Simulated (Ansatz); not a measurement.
Abridged output of a molecular run in Ansatz:

```
Functional definition: HF
1010 factors; integrals over basis functions are off by at most 1.1e-3 eV
mean field evaluation 1: about -60844.5794 eV, gradient 4.2e1 eV
mean field evaluation 2: about -60844.6538 eV, gradient 4.3e1 eV
mean field evaluation 4: about -60848.1764 eV, gradient 3.1e0 eV
mean field evaluation 8: about -60848.2158 eV, gradient 3.2e-1 eV
mean field -60848.21612923 eV, -2236.1306983469 hartree, gradient 1.2e-6 eV, S^2 0.000000; 0 other end points of the search recorded, 0 dependent functions left out
13 core orbitals not correlated: weight in the atoms' cores, before any rotation towards them, 1.000 or more for the frozen orbitals, at most 0.000 for the correlated occupied ones
reference -60848.21612923 eV, -2236.1306983469 hartree; 20, 20 occupied and 70, 70 virtual orbitals, 1010 factors
second order -24.47733449 eV of doubles, -0.00000000 eV of singles
cycle   1  -24.01534649 eV  change    4.6e-1 eV  update   1.2e-1
cycle   2  -24.70647711 eV  change   -6.9e-1 eV  update   3.5e-2
cycle   3  -24.84798372 eV  change   -1.4e-1 eV  update   1.7e-2
cycle   4  -24.83314102 eV  change    1.5e-2 eV  update   3.3e-3
cycle   5  -24.83177615 eV  change    1.4e-3 eV  update   1.5e-3
cycle   6  -24.83245115 eV  change   -6.7e-4 eV  update   3.8e-4
cycle   7  -24.83224890 eV  change    2.0e-4 eV  update   1.6e-4
cycle   8  -24.83215102 eV  change    9.8e-5 eV  update   5.0e-5
cycle   9  -24.83216943 eV  change   -1.8e-5 eV  update   1.9e-5
perturbative correction -0.61055934 eV, -0.0224376420 hartree
Total energy: -60873.65885801 eV, -2237.0657013838 hartree
```

Its atoms:

Cartesian coordinates in Å:
```
F 0.201 -1.893 0.884
C -0.343 -1.088 -0.050
F -1.014 -0.049 0.742
O 0.520 -0.472 -0.797
Ga 0.523 1.302 -0.149
H -1.154 -1.628 -0.547
H -0.272 2.262 -1.078
H 1.539 1.565 0.996
```

Q: Which basis set was used?
A. cc-pV(T+d)Z
B. def2-SVPD
C. def2-SVP
D. cc-pV(Q+d)Z

A: C. It gives 103 functions.

Q: Write the keys of the input that set method, charge and spin (a neutral closed shell needs none for the last two).

A: 
```yaml
correlation: {method: ccsd_t}
```
